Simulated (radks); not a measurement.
The sulfur anion S-, [Ne] 3s2 3p5, held by a Watson sphere: a shell of charge +1 at radius R that stands for the Madelung well of a crystal (potential energy -1/R inside, -1/r outside, in hartree with lengths in bohr). Calculated with a radial shooting solver on a logarithmic mesh with Libxc functionals: non-relativistic Kohn-Sham, LB94 model potential, spin-polarised, spherical densities, point nucleus; open shells are filled with parallel spins first. Response by self-consistent Sternheimer equations with the Hartree and adiabatic LDA kernel. The sphere does not respond.

R (bohr),e(3s down) (eV),e(3p up) (eV),e(3p down) (eV),<r> 3p (bohr),sum of <r^2> (bohr^2),X-ray form factor at sin(theta)/lambda = 0.2 1/angstrom,alpha (bohr^3)
2.21,-21.524,-12.078,-11.707,2.092,35.21,11.290,23.42
2.27,-21.406,-11.982,-11.613,2.101,35.46,11.278,23.88
2.74,-20.532,-11.219,-10.866,2.157,37.18,11.207,27.64
3.07,-19.976,-10.697,-10.352,2.188,38.17,11.180,30.35
3.09,-19.944,-10.666,-10.322,2.189,38.22,11.179,30.52
3.25,-19.692,-10.424,-10.082,2.202,38.63,11.170,31.81
4.09,-18.542,-9.286,-8.953,2.248,40.22,11.152,38.02
4.16,-18.458,-9.201,-8.869,2.251,40.32,11.151,38.48
4.21,-18.399,-9.142,-8.810,2.253,40.39,11.151,38.80
